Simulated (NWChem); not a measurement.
Species: SiH2O2F2; SMILES O[Si](O)(F)F

```xyz
7

O     -0.0776    -1.3148     0.9643
Si     0.0000     0.0000     0.0130
O      0.0776     1.3148     0.9643
F     -1.2724     0.0306    -0.9702
F      1.2724    -0.0306    -0.9702
H     -0.5200    -2.0933     0.6151
H      0.5200     2.0933     0.6151
```
Atoms are numbered in this order, from 1.

All runs: NWChem. Pople sets run with spherical d functions. All runs use the structure optimised with PBE0/def2-SVP. Atomic charges in e: unrestrained fits to the electrostatic potential beside Mulliken populations; buried atoms are poorly determined by the fit.

For level Hartree-Fock/6-31G*:

| Property | Value |
|---|---|
| Mulliken O1 | -0.86 |
| ESP Si2 | 1.48 |
| Mulliken Si2 | 1.78 |
| Mulliken O3 | -0.86 |
| Mulliken F4 | -0.53 |
| Mulliken F5 | -0.53 |

Q: Estimate the same quantities for level B3LYP/def2-SVP.

A: 
* **Mulliken O1**: -0.36
* **ESP Si2**: 1.29
* **Mulliken Si2**: 0.99
* **Mulliken O3**: -0.36
* **Mulliken F4**: -0.34
* **Mulliken F5**: -0.34
